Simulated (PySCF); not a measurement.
**Two-component Hartree-Fock for Pt⁵⁷⁺ (platinum, charge +57)**

Start: [Ar] 3d3; 3d3/2 filled at m_j = -1/2, +1/2, +3/2. Calculated with PySCF 2.14 in an uncontracted even-tempered set (15 s from 17 bohr⁻², ratio 2.8; 12 p from 22 bohr⁻², ratio 2.8; 8 d from 22 bohr⁻², ratio 2.8; 3 f from 70 bohr⁻², ratio 3): generalised Hartree-Fock with the X2C-1e Hamiltonian and a Gaussian nucleus; one run each with spin-orbit coupling (SO) switched off, then screened by Boettger's factors.

```csv
spinor shell,electrons,"ε, spin-free (eV)","ε, screened SO (eV)",weight of nominal j (screened SO),"rms radius, screened SO (bohr)"
1s1/2,2,-82845.7,-82811.3,1.000,0.0194
2s1/2,2,-17898.8,-17885.2,1.000,0.0776
2p1/2,2,-16056.1,-17320.8,1.000,0.0658
2p3/2,4,-16056.1,-15546.7,1.000,0.0733
3s1/2,2,-6793.4,-6789.0,1.000,0.192
3p1/2,2,-6237.4,-6568.2,1.000,0.182
3p3/2,4,-6237.4,-6101.0,1.000,0.196
3d3/2,3,-5765.4,-5810.0,0.999,0.167
```

```csv
quantity,spin-free,screened SO
E (hartree),-15206.06882,-15237.96705
M_J,3/2,3/2
⟨J²⟩,6.750,3.759
⟨L²⟩,12.000,7.588
⟨S²⟩,3.750,2.082
```

Each row is a mean over spinors that exchange with the open shell spreads, by up to 26.777 eV (3p1/2).

Breit and QED terms are absent; they matter most for the inner s and p1/2 levels.

Densities and radii are taken from the X2C orbitals without a picture-change correction, which distorts them close to the nucleus.

Without spin-orbit coupling the j labels of p, d and f shells carry no meaning; the spin-free column gives the mean over the occupied spinors of each nl shell, and its ⟨J²⟩ belongs to a mixture of degenerate components.
